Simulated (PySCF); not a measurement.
Coordinates in bohr (charge 0 multiplicity 3):
```
Ge    0.4761   -0.2680   -1.1583
H    -1.1938    0.6721   -3.3888
Cl   -0.9716    0.5470    2.5460
```

These are results of PySCF, UPBE0, basis Ge def2-TZVP, H def2-TZVP, Cl def2-TZVP (no relativity, density fitting), not measurements.

This geometry of GeHCl is a stationary point at this level.

What is the point group?

Cs.

Is it a minimum?

Yes: all harmonic wavenumbers are real.

Which band is strongest in the infrared?

424 cm⁻¹ (a'), 42 km/mol.

What are the dipole moment and the gap between the highest occupied and lowest empty levels of either spin?

1.49 D and 1.13 eV.

What is the atomisation energy, with and without zero-point energy?

529 kJ/mol without, 511 kJ/mol with.

Other isomers or separated fragments may lie lower. At this level a singlet minimum of Cs symmetry lies 153 kJ/mol below this structure.
